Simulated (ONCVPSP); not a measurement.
## What one change does to a pseudopotential (Gd (Z = 64), ONCV)

| Item | Value |
| --- | --- |
| Element | gadolinium (Gd) |
| Generator | ONCVPSP 4.0.1 |
| Type | optimised norm-conserving Vanderbilt (ONCV) |
| Functional | PBE |
| Relativity | scalar-relativistic |
| Frozen core | [Kr] 4d10 |
| Valence charge | 18 |
| Reference configuration | 4f7 5s2 5p6 5d1 6s2 |
| Partial waves | 5s+6s: rc 2.40 bohr, ncon 4, nbas 7, qcut 6.6 1/bohr, 2 projectors; 5p: rc 1.75 bohr, ncon 4, nbas 7, qcut 4 1/bohr, 2 projectors, debl 3 Ha; 5d: rc 3.60 bohr, ncon 3, nbas 8, qcut 3.5 1/bohr, 1 projector; 4f: rc 1.40 bohr, ncon 4, nbas 8, qcut 10.8 1/bohr, local |
| Local potential | the f channel |
| Core correction | Teter function fitted to the true core (icmod 2), fcfact 0.2 |

All-electron outer shells of the reference configuration (PBE, scalar-relativistic, ld1.x):

| shell | level (eV) | outermost node (bohr) | outermost maximum (bohr) |
| --- | --- | --- | --- |
| 4d | -147.72 | 0.27 | 0.56 |
| 5s | -49.74 | 0.65 | 1.20 |
| 5p | -27.26 | 0.70 | 1.35 |
| 4f | -8.70 | – | 0.56 |
| 6s | -4.13 | 1.60 | 3.37 |
| 5d | -2.53 | 0.79 | 1.95 |

Change: all radii but the core radius scaled by about 1.10 (s 2.64, p 1.92, d 3.96, f 1.54 bohr).

Cutoffs: the cutoffs (Ha) at which the residual kinetic energy of the hardest occupied pseudo-wave falls to 1 and 0.1 mHa per electron; they do not see the model core or the augmentation charge, which bear on the density cutoff. Errors are all-electron minus pseudo energies relative to the spin-unpolarised reference configuration.

Problem. How do hardness, ghosts and transferability respond?

Solution. The potential gets softer (57 Ha and 128 Ha → 51 Ha and 57 Ha); the bound ghosts move from p, s to d, p, s; of the 3 tests that both files solve, the error grows in 3 and shrinks in 0 by more than 15 % and 0.3 meV (median size 29.1 → 41.4 meV). A larger radius leaves more room for a smooth pseudo-wave, so fewer plane waves are needed. More of the atom is replaced by a form fitted at one configuration, so other configurations suffer.

```csv
quantity,base,changed
"cutoff, loose",57 Ha,51 Ha
"cutoff, tight",128 Ha,57 Ha
loose cutoff by channel,"s 12 Ha, p 38 Ha, d 4.8 Ha, f 57 Ha","s 9.4 Ha, p 15 Ha, d 4.5 Ha, f 51 Ha"
bound ghosts,"s, p","s, p, d"
GHOST(+) flags under 300 eV,none,none
"tests counted as reliable (solved cleanly; for ONCVPSP, near-neutral configurations with less than one 5d electron left out)",3 of 4,3 of 4
"error for 4f7 5s2 5p6 5d1 6s1, meV [ΔE 6.65 eV]",-4.3,-6.0
"error for 4f7 5s2 5p6 5d1 6s0, meV [ΔE 18.75 eV]",-29,-41
"error for 4f6 5s2 5p6 5d1 6s2, meV [ΔE 16.23 eV]",+100,+170
"rms error of d²Exc/dni dnj with the model core, mHa",2.95,3.26
```

 A true bound ghost makes a file unfit for plane-wave use even where its test errors are small: the radial tests pick states by their node count and pass the ghost by.
